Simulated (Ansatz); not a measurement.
Cost and result for the atomization energy of CH6BClOSi (`CB[SiH](O)Cl`) (11 atoms, 10 bonds).

Cartesian coordinates in Å:
```
C 1.306 -1.013 0.151
B -0.009 -0.733 -0.621
Si -1.180 0.856 -0.250
O -0.447 2.167 0.417
Cl -2.503 -0.008 1.106
H 1.519 -2.074 0.303
H 2.089 -0.656 -0.542
H 1.452 -0.470 1.087
H -0.358 -1.505 -1.471
H -1.988 1.414 -1.357
H 0.120 2.022 1.176
```

Charge 0, multiplicity 1. Geometry: relaxed with PBE0-D4/def2-TZVP. It is one conformer, not always the lowest. Program: Ansatz. All runs use 4 threads of an Arm Neoverse V1 on a shared host. Times are those of one run each, without the atoms' runs, and a repeat can differ threefold. Electronic energies, without spin–orbit coupling; frozen cores. CCSD(T)/CBS adds CCSD(T) − MP2 in def2-TZVPP to the MP2 limit, and its time is that of the two runs behind it. T1 = 0.011. B3LYP takes the VWN-RPA correlation (the form of Gaussian; ORCA's B3LYP/G).

CCSD(T)/CBS is a level of theory with its own doubt, some kJ/mol a heavy atom from the limit and from the frozen cores, so smaller differences don't rank the functionals.

```tsv
level	functions	wall time	atomization (kcal/mol)	difference from CCSD(T)/CBS	per bond
PBE-D4/def2-TZVPP (with forces)	261	2.8 s	963.7	11.2	1.1
PBE0-D4/def2-TZVPP	261	3.6 s	952.3	-0.2	0.0
r2SCAN-D4/def2-TZVPP (with forces)	261	5.5 s	958.1	5.6	0.6
B3LYP-D4/def2-TZVPP (with forces)	261	5.5 s	951.2	-1.3	-0.1
B2PLYP/def2-TZVPP	261	6.5 s	941.9	-10.6	-1.1
ωB97X-V/def2-TZVPP	261	9 s	956.1	3.6	0.4
ωB97M-V/def2-TZVPP (with forces)	261	14 s	956.7	4.2	0.4
MP2/def2-QZVPP	491	24 s	958.5	6.0	0.6
CCSD(T)/def2-TZVPP	261	3 min	927.7	-24.8	-2.5
CCSD(T)/CBS(def2)	–	3.4 min	952.5	0.0	0.0
```

The D4 term adds +9.1 kcal/mol with B3LYP and +4.8 kcal/mol with PBE0; it sums over pairs of atoms, weighted by their polarisabilities, and B3LYP, whose exchange is more repulsive, gets the larger term. From PBE to PBE0 (25 % exact exchange), in def2-TZVPP and without D4, the atomization energy moves by −10.6 kcal/mol: exact exchange takes away binding that semilocal exchange gives to molecules. In def2-TZVPP, CCSD(T) changes the Hartree–Fock value by +207.6 kcal/mol (the triples alone add +11.9 kcal/mol) and MP2 by +223.7 kcal/mol; breaking electron pairs costs correlation energy, which Hartree–Fock lacks.
